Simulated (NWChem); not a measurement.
Molecule: C3H7FSi; SMILES C=C[Si@@H](C)F

```xyz
12

C     -0.0528    -2.2415     0.3403
C     -0.7264    -1.2227    -0.2071
Si     0.0313     0.4623    -0.4309
C     -0.8899     1.7920     0.4944
F      1.5519     0.3652     0.1626
H      0.9833    -2.1233     0.6765
H     -0.5004    -3.2324     0.4767
H     -1.7619    -1.3952    -0.5318
H      0.1496     0.8171    -1.8766
H     -0.3963     2.7693     0.3794
H     -1.9190     1.8846     0.1112
H     -0.9459     1.5539     1.5676
```
Atoms are numbered in this order, from 1.

Results from NWChem. Pople sets run with spherical d functions. The geometry was optimised at PBE0/def2-SVP. No frequency run checked for a minimum. B3LYP is NWChem's, with the RPA form of VWN correlation. Ions are spin-unrestricted doublets at the neutral geometry; other ion states weren't tried.

```
level                               vertical ionisation energy, ΔSCF (eV)  −ε(HOMO) (eV)  ΔSCF minus −ε(HOMO) (eV)
----------------------------------  -------------------------------------  -------------  ------------------------
B3LYP/6-31G*                                                         9.84           7.44                      2.40
PBE/6-31G*                                                           9.60           6.53                      3.07
BHandHLYP/6-31G*                                                     9.85           8.71                      1.14
PBE0/6-31G*                                                          9.89           7.74                      2.15
LDA (Slater exchange, VWN5)/6-31G*                                   9.75           6.65                      3.10
```
